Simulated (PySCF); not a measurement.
Input file for PySCF: R-M06-2X/def2-TZVPP on C2H4BCl (SMILES C=CBCl), a point of a torsion scan.

```python
from pyscf import gto, dft

mol = gto.M(
    atom='''
    C    -1.15690737    0.09444583   -0.13130192
    C    -0.13456893   -0.38973117    0.57315723
    B     1.34762603   -0.06200651    0.26287437
    Cl    2.54393362   -1.20737167    0.63183372
    H    -1.00287002    0.80989418   -0.92320056
    H    -2.17877800   -0.20361531    0.04464364
    H    -0.36236942   -1.12574660    1.33742674
    H     1.67145259    0.92594332   -0.28150045
    ''',
    basis='def2-tzvpp',
    charge=0, spin=0, verbose=4, max_memory=1800)
mf = dft.RKS(mol, xc='m062x').density_fit(auxbasis='def2-universal-jkfit')
mf.grids.level = 4
mf.conv_tol = 1e-9
mf.max_cycle = 150
mf.kernel()
mf.dip_moment()
```

It printed:

```
PySCF version 2.14.0

[INPUT] verbose = 4
[INPUT] num. atoms = 8
[INPUT] num. electrons = 38
[INPUT] charge = 0
[INPUT] spin (= nelec alpha-beta = 2S) = 0
[INPUT] symmetry False subgroup None
[INPUT] Mole.unit = angstrom
[INPUT] Symbol           X                Y                Z      unit          X                Y                Z       unit  Magmom
[INPUT]  1 C     -1.156907370000   0.094445830000  -0.131301920000 AA   -2.186238080791   0.178476752307  -0.248124668430 Bohr   0.0
[INPUT]  2 C     -0.134568930000  -0.389731170000   0.573157230000 AA   -0.254298422576  -0.736485173506   1.083110191014 Bohr   0.0
[INPUT]  3 B      1.347626030000  -0.062006510000   0.262874370000 AA    2.546644115035  -0.117175321840   0.496760564468 Bohr   0.0
[INPUT]  4 Cl     2.543933620000  -1.207371670000   0.631833720000 AA    4.807337820873  -2.281601786859   1.193992687065 Bohr   0.0
[INPUT]  5 H     -1.002870020000   0.809894180000  -0.923200560000 AA   -1.895149676337   1.530478190079  -1.744596216445 Bohr   0.0
[INPUT]  6 H     -2.178778000000  -0.203615310000   0.044643640000 AA   -4.117293706228  -0.384777170668   0.084364252804 Bohr   0.0
[INPUT]  7 H     -0.362369420000  -1.125746600000   1.337426740000 AA   -0.684778959717  -2.127352759660   2.527370250270 Bohr   0.0
[INPUT]  8 H      1.671452590000   0.925943320000  -0.281500450000 AA    3.158587625295   1.749779281671  -0.531958754442 Bohr   0.0

nuclear repulsion = 122.659106521611
number of shells = 71
number of NR pGTOs = 265
number of NR cGTOs = 191
basis = def2-tzvpp
ecp = {}


******** <class 'pyscf.df.df_jk.DFRKS'> ********
method = DFRKS
initial guess = minao
damping factor = 0
level_shift factor = 0
DIIS = <class 'pyscf.scf.diis.CDIIS'>
diis_start_cycle = 1
diis_space = 8
diis_damp = 0
SCF conv_tol = 1e-09
SCF conv_tol_grad = None
SCF max_cycles = 150
direct_scf = False
XC library pyscf.dft.libxc version 7.1.2
    S. Lehtola, C. Steigemann, M. J. T. Oliveira, and M. A. L. Marques,  SoftwareX 7, 1–5 (2018)
XC functionals = m062x
    Y. Zhao and D. G. Truhlar,  Theor. Chem. Acc. 120, 215 (2008)
    Y. Zhao and D. G. Truhlar,  Theor. Chem. Acc. 120, 215 (2008)
radial grids:
    Treutler-Ahlrichs [JCP 102, 346 (1995); DOI:10.1063/1.469408] (M4) radial grids

becke partition: Becke, JCP 88, 2547 (1988); DOI:10.1063/1.454033
pruning grids: <function nwchem_prune>
grids dens level: 4
symmetrized grids: False
atomic radii adjust function: <function treutler_atomic_radii_adjust>
small_rho_cutoff = 0
Set gradient conv threshold to 3.16228e-05
Initial guess from minao.
tot grids = 176848
******** <class 'pyscf.df.df.DF'> ********
auxbasis = def2-universal-jkfit
init E= -564.123141961743
  HOMO = -0.32902999181747  LUMO = -0.107468537108439  gap/eV = 6.02899
cycle= 1 E= -563.644395489825  delta_E= 0.479  |g|= 0.266  |ddm|= 2.04
  HOMO = -0.327479325813147  LUMO = -0.0316009006442073  gap/eV = 8.05126
cycle= 2 E= -563.656358470069  delta_E= -0.012  |g|= 0.192  |ddm|= 0.378
  HOMO = -0.352600113632333  LUMO = -0.0370020728596749  gap/eV = 8.58786
cycle= 3 E= -563.664963754841  delta_E= -0.00861  |g|= 0.0363  |ddm|= 0.156
  HOMO = -0.350619101093738  LUMO = -0.0370556668538349  gap/eV = 8.53250
cycle= 4 E= -563.665228225091  delta_E= -0.000264  |g|= 0.0191  |ddm|= 0.0351
  HOMO = -0.349552493853544  LUMO = -0.0364113142359237  gap/eV = 8.52101
cycle= 5 E= -563.665312106025  delta_E= -8.39e-05  |g|= 0.00404  |ddm|= 0.0137
  HOMO = -0.349465170861521  LUMO = -0.0359607293559172  gap/eV = 8.53089
cycle= 6 E= -563.66531675503  delta_E= -4.65e-06  |g|= 0.00136  |ddm|= 0.00384
  HOMO = -0.349518004595281  LUMO = -0.0360876029290225  gap/eV = 8.52888
cycle= 7 E= -563.665317215085  delta_E= -4.6e-07  |g|= 0.0002  |ddm|= 0.00133
  HOMO = -0.34949856733828  LUMO = -0.0360687111269122  gap/eV = 8.52886
cycle= 8 E= -563.665317232883  delta_E= -1.78e-08  |g|= 7.32e-05  |ddm|= 0.000423
  HOMO = -0.349510872775347  LUMO = -0.036073650044937  gap/eV = 8.52906
cycle= 9 E= -563.66531723451  delta_E= -1.63e-09  |g|= 2.99e-05  |ddm|= 8.63e-05
  HOMO = -0.349506246420842  LUMO = -0.0360708246689043  gap/eV = 8.52901
cycle= 10 E= -563.665317234803  delta_E= -2.93e-10  |g|= 6.21e-06  |ddm|= 4.26e-05
  HOMO = -0.349507202125992  LUMO = -0.0360716836404862  gap/eV = 8.52901
Extra cycle  E= -563.665317234811  delta_E= -8.41e-12  |g|= 5.19e-06  |ddm|= 1.02e-05
converged SCF energy = -563.665317234811
Dipole moment(X, Y, Z, Debye): -1.35027,  0.39746, -0.18841
```

The run converged.

Cost: roughly 30 core-seconds.
